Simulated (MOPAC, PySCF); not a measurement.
[Mo(Cl)2(NH2)4], neutral singlet in the gas phase. 

Cartesian coordinates (Å):
```xyz
15

Mo    -0.2347     0.0141     0.3400
Cl     0.9541    -0.4631     2.3537
Cl     1.6470    -0.7321    -1.0212
N      0.5069     1.7097    -0.3104
H      1.2253     1.7450    -1.0415
H      0.1576     2.6396    -0.0578
N     -0.7742    -1.9000     0.3286
H     -0.7881    -2.4842    -0.5124
H     -0.5262    -2.4731     1.1422
N     -1.6651     0.1488    -0.9810
H     -1.8100     0.9442    -1.6083
H     -2.4221    -0.5370    -1.0560
N     -1.3599     1.0036     1.6166
H     -2.2369     1.4733     1.3798
H     -1.0694     1.1862     2.5805
```
Charge 0, spin multiplicity 1.

All levels are single points at this geometry (TPSS-D3(BJ)/def2-SVP); Pople sets use spherical d functions. Orbital energies aren't observables, and empty levels follow the basis.

B3LYP/6-311+G** (LANL2DZ on Mo) in PySCF gives dipole (D) = 6.51.

Estimate the dipole (D) from each of these levels: B3LYP-D3(BJ)/def2-TZVP in PySCF; PBE-D3(BJ)/def2-TZVP in PySCF; TPSSh-D3(BJ)/def2-TZVP in PySCF; B3LYP/LANL2DZ in PySCF; BP86/6-31G* (LANL2DZ on Mo) in PySCF; M06-2X/6-31G* (LANL2DZ on Mo) in PySCF; PBE/6-31G* (LANL2DZ on Mo) in PySCF; SVWN5/6-31G* (LANL2DZ on Mo) in PySCF; HF/6-31G* (LANL2DZ on Mo) in PySCF; AM1 in MOPAC; PM6 in MOPAC; PM7 in MOPAC.


| level | dipole (D) |
|---|---|
| B3LYP-D3(BJ)/def2-TZVP in PySCF | 6.21 |
| PBE-D3(BJ)/def2-TZVP in PySCF | 6.00 |
| TPSSh-D3(BJ)/def2-TZVP in PySCF | 6.24 |
| B3LYP/LANL2DZ in PySCF | 7.09 |
| BP86/6-31G* (LANL2DZ on Mo) in PySCF | 6.81 |
| M06-2X/6-31G* (LANL2DZ on Mo) in PySCF | 7.41 |
| PBE/6-31G* (LANL2DZ on Mo) in PySCF | 6.79 |
| SVWN5/6-31G* (LANL2DZ on Mo) in PySCF | 6.78 |
| HF/6-31G* (LANL2DZ on Mo) in PySCF | 7.69 |
| AM1 in MOPAC | 7.48 |
| PM6 in MOPAC | 7.68 |
| PM7 in MOPAC | 9.12 |
